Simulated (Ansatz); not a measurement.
`C[O][GeH]([CH3])[SiH3]` + `C#CS` → `[SiH3]C#CS` + `C[O][GeH2][CH3]`  (formal exchange of groups at the Si–Ge bond)

Calculated with Ansatz (gas phase, PBE0-D4/def2-TZVP geometries, no zero-point term in ΔE). CBS: MP2 limit from def2 TZ/QZ plus the TZ coupled-cluster correction, frozen cores. This one scheme is used for every species. DFT in def2-TZVPP. For Ge outer-core shells are correlated without core-valence functions, which leaves a few kJ/mol of doubt a bond. Scalar relativity is left out up to krypton. Each species was taken in one conformer, which may not be the lowest.

`C[O][GeH]([CH3])[SiH3]`:

```xyz
15

C    -2.070   -0.743   -0.891
O    -0.912   -1.153   -0.214
Ge    0.551   -0.124   -0.315
C     1.934   -1.187    0.542
Si    0.128    1.966    0.776
H    -1.899   -0.616   -1.969
H    -2.835   -1.513   -0.759
H    -2.472    0.202   -0.500
H     0.849    0.098   -1.820
H     2.893   -0.668    0.508
H     1.668   -1.372    1.583
H     2.028   -2.143    0.025
H    -1.030    2.668    0.161
H     1.325    2.843    0.656
H    -0.157    1.743    2.218
```

`C#CS`:

Cartesian coordinates in Å:
```
C 0.484 -0.016 -1.153
C 0.124 0.171 -0.020
S -0.299 0.548 1.561
H 0.795 -0.192 -2.155
H -1.104 -0.511 1.766
```

`[SiH3]C#CS`:

```xyz
8

Si   -0.173   -1.371   -0.869
C     0.081    0.223   -0.037
C     0.244    1.281    0.535
S     0.519    2.791    1.206
H    -1.070   -1.195   -2.039
H     1.128   -1.918   -1.329
H    -0.794   -2.315    0.093
H     0.064    2.502    2.440
```

`C[O][GeH2][CH3]`:

```xyz
12

C    -1.412   -1.118   -1.193
O    -0.366   -0.937   -0.274
Ge    0.159    0.728    0.092
C     1.585    0.529    1.388
H    -1.599   -2.191   -1.293
H    -1.165   -0.723   -2.188
H    -2.345   -0.641   -0.860
H     0.625    1.387   -1.226
H    -1.058    1.505    0.644
H     2.393   -0.063    0.958
H     1.977    1.505    1.679
H     1.207    0.020    2.275
```

Question: Is it downhill or uphill in electronic energy at CCSD(T)/CBS, and by how much? (An estimate is asked.)

Answer: The calculation gave: Downhill: ΔE = -27.8 kJ/mol.

Question: What do these levels give: revPBE-D4, PBE0-D4, ωB97X-V, B2PLYP, HF/def2-QZVPP, SCS-MP2/def2-QZVPP? (Estimate.)

Answer: Computed: revPBE-D4 -20.7, PBE0-D4 -22.1, ωB97X-V -27.3, B2PLYP -33.9, HF/def2-QZVPP -44.2, SCS-MP2/def2-QZVPP -37.6 kJ/mol.

Question: What do rigid-rotor, harmonic-oscillator terms from PBE0-D4/def2-TZVP frequencies (298.15 K, 1 bar) make of the CCSD(T)/CBS value? (Best estimate.)

Answer: Computed: ΔZPE = -2.0 kJ/mol, ΔH = -30.8 kJ/mol, ΔS = 12 J/(mol·K), ΔG = -34.5 kJ/mol. Modes under 50 cm⁻¹ make the entropy rough.

Largest T1 diagnostic among the species: 0.013.

In def2-TZVPP, CCSD(T) changes the Hartree–Fock value by +14.4 kJ/mol (the triples alone add +0.8 kJ/mol) and MP2 by +7.8 kJ/mol. Leaving LDA and LC-ωPBE aside and taking each functional with its dispersion term where it has one, the values, not all of them listed here, spread over 15.7 kJ/mol, from B97M-V to PBE-D4. The D4 term adds +5.3 kJ/mol with B3LYP and +3.3 kJ/mol with PBE0; it sums over pairs of atoms, weighted by their polarisabilities, and B3LYP, whose exchange is more repulsive, gets the larger term.

B3LYP here is the variant with VWN-RPA as its local correlation; programs differ in this.
